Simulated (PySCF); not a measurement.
SiH₂FBr, SMILES [SiH2](F)Br. The structure is a stationary point at PBE0-D3(BJ)/def2-TZVP.

PySCF with TDA-LC-ωPBE/def2-SVPD puts the lowest singlet excitations at 7.61, 7.82, 7.95, 8.52, 8.79, 9.16 eV.

Question: What are the lowest excitation roots from ADC(2)/aug-cc-pVDZ in PySCF 2.14.0? (The exact figures need the calculation; the answer reports its results.)

Answer: 7.55, 7.74, 7.86, 8.16, 8.22, 8.48 eV. S1 differs by -0.05 eV (second minus first; roots are paired by order, and the bases may differ).
